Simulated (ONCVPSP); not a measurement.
## Cd: ONCV pseudisation with LDA (Perdew-Wang 92), non-relativistic reference atom.

| Quantity | Value |
| --- | --- |
| Element | Cd |
| Generator | ONCVPSP 4.0.1 |
| Type | optimised norm-conserving Vanderbilt (ONCV) |
| Functional | LDA (Perdew-Wang 92) |
| Relativity | non-relativistic |
| Frozen core | [Ar] 3d10 |
| Valence charge | 20 |
| Reference configuration | 4s2 4p6 4d10 5s1.75 5p0.25 |
| Partial waves | 4s+5s: rc 1.25 bohr, ncon 3, nbas 6, qcut 7.4 1/bohr, 2 projectors; 4p+5p: rc 1.55 bohr, ncon 4, nbas 7, qcut 8 1/bohr, 2 projectors; 4d: rc 1.65 bohr, ncon 4, nbas 8, qcut 10.5 1/bohr, 2 projectors, debl 1.1 Ha |
| Local potential | polynomial inside 1.10 bohr (lpopt 5, dvloc0 6 Ha) |
| Core correction | Teter function fitted to the true core (icmod 2), fcfact 0.7 |

Poles of the logarithmic derivatives, all-electron (AE) and pseudo (PS). s: poles at -2.1 (AE) and -2.1 (PS) Ha. p: poles at -1.9 (AE) and -1.9 (PS) Ha. d: poles at 0.3 (AE) and 0.3 (PS) Ha. Test radii: s 1.27, p 1.58, d 1.68 bohr.

- Cutoffs needed: 35 Ha and 62 Ha (the cutoffs (Ha) at which the residual kinetic energy of the hardest occupied pseudo-wave falls to 1 and 0.1 mHa per electron)
- Ghost test: no bound ghost flagged; no localised positive-energy state flagged
- Largest excitation error: -1.4 meV (all-electron minus pseudo) for 4s2 4p6 4d10 5s0 5p0, out of 4 test configurations
- rms error of d²Exc/dni dnj: 2.53 mHa without and 0.52 mHa with the model core
